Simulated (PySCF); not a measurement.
(BeO)2 ring, Be2O2.
Bonds: Be1–O2, Be1–O4, O2–Be3, Be3–O4.

A linear-response calculation (PySCF, def2-SVPD basis, gas phase, vertical, core orbitals frozen in the response) gave these numbers; the functional is withheld.

Orbital energies (eV): HOMO-3 -9.87, HOMO-2 -9.58, HOMO-1 -8.16, HOMO -7.56, LUMO -2.59, LUMO+1 -1.14, LUMO+2 0.67.

| state | E (eV) | f | main configurations (H = HOMO, L = LUMO) |
| --- | --- | --- | --- |
| S1 | 3.42 | 0.0000 | H→L (100%) |
| S2 | 4.05 | 0.0000 | H-1→L (100%) |
| S3 | 4.83 | 0.0000 | H→L+1 (98%) |
| S4 | 5.44 | 0.0000 | H-1→L+1 (96%) |
| S5 | 5.47 | 0.057 | H-2→L (99%) |
| S6 | 5.86 | 0.0000 | H-4→L (97%) |

Triplets, Tamm–Dancoff:

```json
{"state": "T1", "E (eV)": "3.32", "λ (nm)": "373.1", "main configurations (H = HOMO, L = LUMO)": "H→L (99%)"}
{"state": "T2", "E (eV)": "3.92", "λ (nm)": "315.9", "main configurations (H = HOMO, L = LUMO)": "H-1→L (99%)"}
{"state": "T3", "E (eV)": "4.65", "λ (nm)": "266.9", "main configurations (H = HOMO, L = LUMO)": "H→L+1 (98%)"}
{"state": "T4", "E (eV)": "5.15", "λ (nm)": "240.9", "main configurations (H = HOMO, L = LUMO)": "H-2→L (98%)"}
```

Vertical ionisation energy by ΔSCF with the same functional: 10.00 eV. Mean static polarisability: 30.2 au.

Problem. Which of these was used?
A. PBE0
B. HF
C. wB97X-D
D. PBE

Solution. A. PBE0 is a global hybrid with 25% exact exchange. In this run −ε(HOMO) = 7.56 eV differs from the ΔSCF value by -2.44 eV, and S1 differs from the orbital gap of 4.97 eV by -1.55 eV. The ratio −ε(HOMO)/IP is 0.76. Small neutral molecules mostly give 0.7 to 0.83 with PBE0, 0.5 to 0.7 with PBE, 0.89 to 0.99 with wB97X-D; with Hartree–Fock the ratio is 1 or more (Koopmans' value less the relaxation energy is the ΔSCF value). The other options: PBE, a GGA without exact exchange; HF, time-dependent Hartree–Fock, 100% exact exchange; wB97X-D, range-separated, 22% exact exchange at short range and 100% at long range (ω = 0.2 bohr⁻¹).

Computed, not measured: TDDFT PBE0/def2-SVPD, vertical, gas phase, core orbitals frozen in the response (PySCF 2.14.0, density-fitted response routines). Geometry: PBE0-D3(BJ)/def2-SVP; no solvent, vibrations or thermal averaging.
